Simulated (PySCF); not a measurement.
**Sc²⁺ (scandium, charge +2) across methods**

[Ar] 4p1, 2P determinant (an excited configuration). Computed with PySCF 2.14 in aug-cc-pwCVTZ-DK, with the spin-free X2C one-electron Hamiltonian (Gaussian nucleus).

```csv
method,E (hartree),mean ε 3p α (eV),mean ε 3p β (eV),mean ε 4p α (eV),Σ⟨r²⟩ (bohr²),⟨S²⟩
revPBE,-763.098,-55.760,-55.650,-14.802,25.48,0.750
PBE0,-763.005,-58.433,-58.287,-15.354,25.60,0.750
PBE,-762.964,-55.777,-55.653,-14.798,25.44,0.750
LDA,-761.192,-55.804,-55.677,-14.726,25.36,0.750
MN15,-763.534,-59.455,-59.298,-15.346,25.31,0.750
UHF,-762.37027,-65.132,-64.904,-16.567,26.48,0.750
r2SCAN,-763.147,-56.674,-56.580,-14.766,25.63,0.750
wB97M-V,-763.135,-60.850,-60.718,-16.590,25.70,0.750
```
